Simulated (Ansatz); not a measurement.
Computed with Ansatz on PBE0-D4/def2-TZVP structures; ΔE is electronic, products minus reactants. CCSD(T)/CBS is the MP2 limit (def2-TZVPP, def2-QZVPP) plus CCSD(T) − MP2 in def2-TZVPP, frozen cores. For Ge outer-core shells are correlated without core-valence functions, which leaves a few kJ/mol of doubt a bond. Scalar relativity is left out up to krypton. One conformer a species, not always the lowest.

Reaction (substitution at a C–C bond): `CCNCF` + `[CH3][GeH2][SH]` → `C[S][GeH2][CH3]` + `CNCF`

```json
{"species": "`CCNCF`", "CCSD(T)/CBS(def2) energy (Eh)": "-273.46050"}
{"species": "`[CH3][GeH2][SH]`", "CCSD(T)/CBS(def2) energy (Eh)": "-2515.57584"}
{"species": "`C[S][GeH2][CH3]`", "CCSD(T)/CBS(def2) energy (Eh)": "-2554.83183"}
{"species": "`CNCF`", "CCSD(T)/CBS(def2) energy (Eh)": "-234.19797"}
```

Question: Work out ΔE.

Answer: ΔE = (-2554.83183) + (-234.19797) − (-273.46050) − (-2515.57584) = 0.00654 Eh = +4.1 kcal/mol.

Question: What do rigid-rotor, harmonic-oscillator terms from PBE0-D4/def2-TZVP frequencies (298.15 K, 1 bar) make of the CCSD(T)/CBS value? (Best estimate.)

Answer: Ansatz gave: ΔZPE = +0.7 kcal/mol, ΔH = +5.0 kcal/mol, ΔS = 3 J/(mol·K), ΔG = +4.7 kcal/mol.

Largest T1 diagnostic among the species: 0.011.

From BLYP to BHLYP (50 % exact exchange), in def2-TZVPP and without D4, ΔE moves by +1.4 kcal/mol. Leaving LDA and LC-ωPBE aside and taking each functional with its dispersion term where it has one, the values, not all of them listed here, spread over 1.6 kcal/mol, from BLYP-D4 to B97M-V. LDA lies +1.7 kcal/mol from PBE without D4. At CCSD(T), def2-SVP lies +3.0 kcal/mol from the extrapolated value and def2-TZVPP +0.6 kcal/mol.
